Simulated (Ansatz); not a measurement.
`CO[SiH2][AlH2]` + H–F → `F[SiH2][AlH2]` + CH₃OH  (ligand exchange at the Si–O bond)

Program: Ansatz. Geometries: PBE0-D4/def2-TZVP. ΔE: electronic, gas phase. CBS: MP2 limit from def2 TZ/QZ plus the TZ coupled-cluster correction, frozen cores. This one scheme is used for every species. DFT in def2-TZVPP. Each species was taken in one conformer, which may not be the lowest.

(1) Is it downhill or uphill in electronic energy at CCSD(T)/CBS, and by how much? (An estimate is asked.)

(2) What do these levels give: ωB97M-V, PBE-QIDH, revPBE, HF/def2-SVP, MP2/def2-SVP, CCSD/def2-TZVPP? (Estimate.)

Largest T1 diagnostic among the species: 0.012.

Results:

(1) The calculation gave: Downhill: ΔE = -8.4 kcal/mol.

(2) The calculation gave: ωB97M-V -9.3, PBE-QIDH -8.6, revPBE -10.8, HF/def2-SVP -11.0, MP2/def2-SVP -8.2, CCSD/def2-TZVPP -8.8 kcal/mol.

In def2-TZVPP, CCSD(T) changes the Hartree–Fock value by +3.5 kcal/mol (the triples alone add +0.6 kcal/mol) and MP2 by +4.2 kcal/mol. Leaving LDA and LC-ωPBE aside and taking each functional with its dispersion term where it has one, the values, not all of them listed here, spread over 1.9 kcal/mol, from B97M-V to revPBE-D4. LDA lies +2.1 kcal/mol from PBE without D4. The D4 term adds +1.9 kcal/mol with B3LYP and +1.1 kcal/mol with PBE0; it sums over pairs of atoms, weighted by their polarisabilities, and B3LYP, whose exchange is more repulsive, gets the larger term.

B3LYP here is the variant with VWN-RPA as its local correlation; programs differ in this.
